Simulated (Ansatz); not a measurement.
H2GeO, SMILES `[OH][GeH]` (excited triplet; H–O–Ge–H torsion 101°) (charge 0, multiplicity 3). This triplet is an excited state, 1.89 eV above the relaxed singlet at the level composite: frozen-core CCSD(T) with HF/cc-pVQZ and the correlation energy extrapolated as X^-3 from cc-pVTZ and cc-pVQZ, plus CCSDT(Q) minus CCSD(T) in cc-pVDZ // PBE0-D3(BJ)/def2-TZVP (Ansatz, an electronic-structure program).

These are HSE06/cc-pVTZ // PBE0-D3(BJ)/def2-TZVP run with Ansatz values and carry that method's errors.

Ansatz 0.2 input:
```yaml
crystal:
  periodic: [false, false, false]
  atoms:
    - { symbol: O, position_ang: [-0.947143, 0.017556, 0.430591] }
    - { symbol: Ge, position_ang: [0.651516, 0.617178, -0.100286] }
    - { symbol: H, position_ang: [-1.511023, -0.202949, -0.316123] }
    - { symbol: H, position_ang: [1.806649, -0.431785, -0.014182] }
basis:
  gaussian: { orbitals: cc-pVTZ }
hamiltonian:
  xc: hse06
magnetization:
  spin_polarized: true
  initial_magnetization: 2
```

Output:

```
Functional definition: HSE06
701 factors; their error is unknown
56 factors; integrals over basis functions are off by at most 7.2e-7 eV
mean field evaluation 1: about -58583.3398 eV, gradient 3.8e1 eV
mean field evaluation 2: about -58547.4628 eV, gradient 9.4e1 eV
mean field evaluation 4: about -58588.0252 eV, gradient 2.4e0 eV
mean field evaluation 8: about -58588.2750 eV, gradient 2.3e-1 eV
mean field evaluation 16: about -58588.2751 eV, gradient 5.1e-5 eV
mean field -58588.27506558 eV, -2153.0793961007 hartree, gradient 5.1e-5 eV, S^2 2.004059; 0 other end points of the search recorded, 0 dependent functions left out
reference -58588.27509964 eV, -2153.0793973524 hartree; 22, 20 occupied and 79, 81 virtual orbitals, 701 factors
Total energy: -58588.27509964 eV, -2153.0793973524 hartree
```
